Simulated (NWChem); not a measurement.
# SiH$_{4}$TeO; SMILES [SiH3]O[TeH]

```xyz
7

Te    -0.0295    -0.9040     0.0272
H     -0.3559    -0.9663    -1.6132
O      0.7570     0.9336    -0.0271
Si    -0.1976     2.3078     0.0222
H     -1.0993     2.3822    -1.1700
H      0.7392     3.4674     0.0157
H     -1.0414     2.3451     1.2566
```
Atoms are numbered in this order, from 1.

All runs: NWChem. Geometry: optimised at PBE0/def2-SVP. def2 effective core potentials on Te; no spin-orbit coupling. Ions are spin-unrestricted doublets at the neutral geometry; other ion states weren't tried.

For level PBE/def2-SVPD:

```yaml
vertical ionisation energy, ΔSCF (eV): 8.59
"−ε(HOMO) (eV)": 5.44
```

**Question.** How do the values read with level B3LYP/def2-SVPD instead?

**Answer.** vertical ionisation energy, ΔSCF (eV): 8.78
−ε(HOMO) (eV): 6.32
